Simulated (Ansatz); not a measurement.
C$_{4}$H$_{8}$F$_{2}$O$_{2}$Si$_{2}$, SMILES `CO[Si@H](F)C#C[Si@@H](F)OC` from Hartree–Fock to CCSD(T)

```xyz
18

C     1.9949    1.2469   -2.5989
O     1.5327   -0.0343   -2.9814
Si    0.2412   -0.8086   -2.3990
F    -1.1136   -0.1348   -2.8958
C     0.2144   -0.7133   -0.5746
C     0.2321   -0.6523    0.6376
Si    0.2165   -0.5948    2.4637
F     0.9008    0.7854    2.8676
O    -1.2988   -0.6844    3.0138
C    -2.4156    0.0430    2.5392
H     1.3885    2.0286   -3.0637
H     3.0252    1.3485   -2.9403
H     1.9676    1.3715   -1.5121
H     0.2854   -2.1919   -2.8915
H     0.9814   -1.6928    3.0698
H    -3.3172   -0.4490    2.9048
H    -2.4414    0.0631    1.4454
H    -2.3941    1.0691    2.9153
```

Total charge 0; spin multiplicity 1. The geometry is a stationary point of PBE0-D4/def2-TZVP. It is one conformer, not always the lowest. Frozen core, restricted reference, Ansatz 0.2.0. CBS rows extrapolate triple and quadruple zeta; past MP2 they add the triple-zeta difference.

| basis | HF (Eh) | MP2 corr. | CCSD corr. | (T) | CCSD(T) total |
| --- | --- | --- | --- | --- | --- |
| def2-SVP | -1082.19357 | -1.43684 | -1.50255 | -0.04010 | -1083.73622 |
| def2-TZVPP | -1083.04445 | -1.83211 | -1.87913 | -0.07202 | -1084.99560 |
| def2-QZVPP | -1083.08730 | -1.97911 | – | – | – |
| CBS(def2) | -1083.09320 | -2.08799 | -2.13500 | as TZ | -1085.30022 |
